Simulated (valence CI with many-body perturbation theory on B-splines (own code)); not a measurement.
E1 transitions of Ni XXII

Level of theory: relativistic CI+MBPT: five valence electrons over a frozen Dirac-Fock core [He], a basis of 9 s, 9 p, 8 d, 6 f, 3 g, 1 h functions for each j, with the one-electron correlation potential Σ1 (screened to all orders), the two-electron term Σ2, the three-electron term Σ3, Breit, model QED; selected single and double excitations, second order for the rest (own B-spline code, finite nucleus).

No measured levels were compared; by estimate levels of excited configurations hold to 0.05 to 0.15 % of their energy, terms of the ground configuration to about 0.5 %. Among the levels kept, up to 2100 cm⁻¹ of a level comes from second order outside the variational space, and about a tenth of that is noise between levels of different J, which matters for small intervals.

Lines 1 to 50 of 283 in falling wavelength, among levels below 86.952 Ry, chosen from the strongest by gf and those to the six lowest levels. Wavelengths and rates use the calculated energies, so an error of 800 cm⁻¹ moves a line at 490.6 Å by 0.39 % and its rate by three times that or more. Electric multipoles are in the length gauge, E1 and E2 with the static RPA response of the core. Weak lines are less certain than strong ones. Lines between different terms over intervals too small for the method are left out, as are lines whose strength nearly cancels. Where a level lies close to another of its J and parity, the split of strength between their lines is uncertain. The highest levels of a list are the least certain.

Names give the largest LS component (configuration and term), which can be under half, so a name can repeat, a term be missing and a line seem to break the LS rules; names also repeat where a configuration has a term twice. Letters in brackets count levels of one name in rising energy.

```tsv
λ vac (Å)	Upper	Lower	A (s⁻¹)	S (a.u.)
490.6	2s²2p²3p ²D°_5/2 [a]	2s²2p²3s ²P_3/2	2.91e+08	1.02e-01
483.8	2s2p³3p ⁴P_3/2	2s2p³3s ⁴S°_3/2 [b]	5.88e+08	1.31e-01
475.8	2s2p³3p ⁴P_5/2	2s2p³3s ⁴S°_3/2 [b]	4.54e+08	1.45e-01
456.9	2s²2p²3p ²S°_1/2	2s²2p²3s ⁴P_3/2	1.04e+09	9.83e-02
450.4	2s²2p²3p ⁴D°_1/2	2s²2p²3s ⁴P_1/2	1.73e+09	1.56e-01
448.4	2s²2p²3p ²D°_3/2 [a]	2s²2p²3s ²P_3/2	4.40e+08	7.83e-02
431.6	2s2p³3p ⁴P_3/2	2s2p³3s ⁴S°_3/2 [a]	9.27e+08	1.47e-01
426.4	2s²2p²3p ²D°_5/2 [a]	2s²2p²3s ⁴P_5/2	1.31e+09	3.02e-01
425.3	2s2p³3p ⁴P_5/2	2s2p³3s ⁴S°_3/2 [a]	1.13e+09	2.58e-01
418.1	2s²2p²3d ²P_3/2 [b]	2s2p³3s ⁴S°_3/2 [b]	5.63e+08	8.12e-02
417.4	2s2p³3p ⁶P_3/2	2s2p³3s ⁶S°_5/2 [b]	1.14e+09	1.64e-01
414.6	2s²2p²3d ²D_5/2 [c]	2s2p³3s ⁴S°_3/2 [b]	7.96e+08	1.68e-01
412.9	2s2p³3s ⁶S°_5/2 [a]	2s²2p²3s ²D_3/2	7.96e+08	1.66e-01
409.0	2s2p³3p ⁴P_1/2	2s2p³3s ⁴S°_3/2 [a]	1.30e+09	8.80e-02
405.2	2s2p³3p ⁶P_3/2	2s2p³3s ⁶S°_5/2 [a]	1.43e+09	1.88e-01
403.6	2s2p³3p ⁶P_5/2	2s2p³3s ⁶S°_5/2 [b]	1.21e+09	2.35e-01
402.1	2s²2p²3p ⁴D°_3/2 [b]	2s²2p²3s ⁴P_3/2	1.32e+09	1.70e-01
401.0	2s2p³3s ⁶S°_5/2 [b]	2s²2p²3s ²D_3/2	1.02e+09	1.95e-01
399.3	2s²2p²3d ⁴D_5/2	2s²2p²3p ²F°_5/2	4.66e+08	8.80e-02
394.7	2s²2p²3p ⁴P°_1/2	2s²2p²3s ²P_1/2	1.13e+09	6.87e-02
392.2	2s2p³3p ⁶P_5/2	2s2p³3s ⁶S°_5/2 [a]	1.47e+09	2.63e-01
389.5	2s²2p²3p ²D°_3/2 [b]	2s²2p²3s ²D_3/2	6.09e+08	7.11e-02
379.4	2s2p³3s ⁶S°_5/2 [b]	2s²2p²3s ²D_5/2	3.94e+08	6.37e-02
375.7	2s²2p²3d ²D_5/2 [c]	2s2p³3s ⁴S°_3/2 [a]	5.82e+08	9.14e-02
374.7	2s²2p²3d ²F_7/2 [a]	2s²2p²3p ⁴D°_7/2	7.85e+08	1.63e-01
370.8	2s²2p²3p ⁴D°_5/2	2s²2p²3s ⁴P_3/2	2.79e+09	4.21e-01
369.5	2s²2p²3p ⁴D°_7/2	2s²2p²3s ⁴P_5/2	3.32e+09	6.60e-01
369.1	2s²2p²3p ²D°_3/2 [b]	2s²2p²3s ²D_5/2	2.17e+09	2.15e-01
368.2	2s²2p²3p ²P°_1/2 [c]	2s²2p²3s ²S_1/2	3.38e+09	1.66e-01
365.1	2s²2p²3p ²D°_3/2 [a]	2s²2p²3s ²P_1/2	1.46e+09	1.41e-01
363.6	2s²2p²3d ⁴F_9/2	2s²2p²3p ⁴D°_7/2	3.00e+09	7.11e-01
363.0	2s²2p²3p ²F°_7/2	2s²2p²3s ²D_5/2	3.54e+09	6.70e-01
361.3	2s2p³3p ⁶P_7/2	2s2p³3s ⁶S°_5/2 [b]	3.26e+09	6.06e-01
358.9	2s²2p²3d ²F_7/2 [c]	2s2p³3s ⁶S°_5/2 [a]	3.05e+09	5.57e-01
357.5	2s²2p²3p ²D°_5/2 [b]	2s²2p²3s ²D_3/2	9.79e+08	1.32e-01
357.5	2s²2p²3d ²D_3/2 [a]	2s²2p²3p ²P°_1/2 [a]	1.33e+09	1.20e-01
357.0	2s²2p²3d ⁴F_7/2	2s²2p²3p ⁴D°_5/2	2.91e+09	5.22e-01
356.3	2s²2p²3d ²D_5/2 [b]	2s²2p²3p ²D°_5/2 [b]	1.19e+09	1.59e-01
356.0	2s²2p²3d ²G_9/2	2s²2p²3p ²F°_7/2	3.28e+09	7.30e-01
353.9	2s²2p²3p ⁴D°_3/2 [a]	2s²2p²3s ⁴P_1/2	3.41e+09	2.99e-01
352.1	2s2p³3p ⁶P_7/2	2s2p³3s ⁶S°_5/2 [a]	3.73e+08	6.42e-02
351.3	2s²2p²3p ⁴P°_1/2	2s²2p²3s ⁴P_3/2	1.41e+09	6.02e-02
351.2	2s²2p²3d ²F_5/2	2s²2p²3p ²D°_3/2 [a]	2.60e+09	3.34e-01
351.2	2s²2p²3d ⁴F_5/2 [b]	2s²2p²3p ⁴D°_5/2	7.47e+08	9.58e-02
350.1	2s²2p²3p ²P°_1/2 [b]	2s²2p²3s ²D_3/2	2.79e+09	1.18e-01
349.1	2s²2p²3d ²P_1/2 [b]	2s²2p²3p ²P°_1/2 [b]	2.07e+09	8.68e-02
349.0	2s²2p²3d ⁴F_5/2 [a]	2s²2p²3p ⁴D°_3/2 [a]	3.30e+09	4.15e-01
348.6	2s²2p²3p ²P°_3/2 [a]	2s²2p²3s ²P_3/2	2.28e+09	1.91e-01
347.1	2s²2p²3d ⁴D_5/2	2s²2p²3p ⁴S°_3/2	9.71e+08	1.20e-01
342.5	2s²2p²3p ⁴S°_3/2	2s²2p²3s ⁴P_5/2	3.19e+09	2.53e-01
```
